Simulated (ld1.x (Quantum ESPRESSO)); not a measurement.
Scattering properties, TM potential for ruthenium (Ru)

* Element: Ru (Z = 44)
* Generator: ld1.x (Quantum ESPRESSO) 7.5
* Type: norm-conserving Troullier–Martins (Kleinman–Bylander form)
* Functional: LDA (PZ)
* Relativity: scalar-relativistic
* Frozen core: [Kr]
* Valence charge: 8
* Reference configuration: 4d6.5 5s0 5p0 (charge +1.5)
* Partial waves: 5s (bound, empty): rc 2.60 bohr; 5p (bound, empty): rc 2.65 bohr; 4d (bound): rc 1.45 bohr
* Local potential: all-electron potential smoothed inside 2.15 bohr (lloc = -2)
* Core correction: Bessel-smoothed model core inside 0.70 bohr

The phase is arctan(r·u′/u) with u = r·R(r), unwrapped; energies in Ry, scanned from -3 to 5 Ry. A pole is an energy at which the radial function vanishes at the test radius. The pseudo phase is shifted by a multiple of π to meet the all-electron one at the reference energy, and phase errors are pseudo minus all-electron; the curves can meet again beyond the range given. Levels narrower than the energy grid can be missing from the lists of poles.

```csv
channel,radius (bohr),reference energy (Ry),"poles, all-electron","poles, pseudo",unbroken range about the reference energy with phases within 0.05 rad,phase error 1 Ry above the reference energy (rad)
s,2.88,-1.10,0.46,"0.06, 1.17",below 0.0,-0.042
p,2.88,-0.72,1.52,"0.88, 3.67",below 0.3,-0.047
d,2.88,-1.35,"-1.15, 3.53","-1.15, 3.91",below 0.4,+0.007
```

Phases in the p channel:

```tsv
E (Ry)	all-electron	pseudo
-3.00	1.320	1.310
-2.76	1.301	1.291
-2.52	1.279	1.269
-2.28	1.251	1.241
-2.04	1.215	1.205
-1.80	1.167	1.157
-1.56	1.098	1.089
-1.32	0.994	0.986
-1.08	0.819	0.813
-0.84	0.494	0.493
-0.60	-0.074	-0.077
-0.36	-0.676	-0.694
-0.12	-1.036	-1.068
0.12	-1.230	-1.271
0.36	-1.345	-1.396
0.60	-1.420	-1.485
0.84	-1.473	-1.560
1.08	-1.514	-1.637
1.32	-1.547	-1.742
1.56	-1.575	-1.960
1.80	-1.601	-2.873
2.04	-1.624	-4.153
2.28	-1.647	-4.438
2.52	-1.670	-4.545
2.76	-1.695	-4.604
3.00	-1.722	-4.643
3.24	-1.754	-4.672
3.48	-1.792	-4.696
3.72	-1.843	-4.716
3.96	-1.913	-4.735
4.20	-2.021	-4.753
4.44	-2.205	-4.771
4.68	-2.560	-4.788
4.92	-3.193	-4.808
```
